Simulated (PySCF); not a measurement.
Al(Me)(OMe)(SH) (C2H7AlOS), SMILES C[O][Al]([CH3])[SH]. Atoms are numbered in the order given.

```xyz
12

Al    -0.4282     0.1543     0.2148
C     -1.9999     0.8178     1.1594
H     -2.9266     0.5371     0.6328
H     -1.9809     1.9177     1.2513
H     -2.0552     0.4112     2.1842
O     -0.6136    -0.7425    -1.2160
C      0.1560    -1.3926    -2.1890
H     -0.1136    -2.4625    -2.2347
H     -0.0381    -0.9534    -3.1835
H      1.2419    -1.3222    -1.9907
S      1.6350     0.5030     0.9037
H      1.2519     1.2068     1.9942
```
Charge 0, spin multiplicity 1.

Geometry optimised at TPSSh-D3(BJ)/def2-SVP. The structure was generated by enumeration; whether it is a known compound was not checked. Other conformers were not sampled.

Vertical ionisation energy (IE) and electron affinity (EA) in eV. Rows of orbital energies are one-electron estimates. Where ΔSCF, EOM or ADC give a negative EA the extra electron is unbound and the value depends on the basis.

```json
[
 {"level": "−ε(HOMO), −ε(LUMO), ωB97X/def2-TZVP (PySCF)", "IE": "___", "EA": "___"},
 {"level": "−ε(HOMO), −ε(LUMO), PBE/def2-TZVP (PySCF)", "IE": "6.21", "EA": "0.89"}
]
```

Q: Complete the blanks. (Estimate from the structure and the level; the computed values follow.)

A: 
- −ε(HOMO), −ε(LUMO), ωB97X/def2-TZVP (PySCF), IE: 9.87
- −ε(HOMO), −ε(LUMO), ωB97X/def2-TZVP (PySCF), EA: -1.79
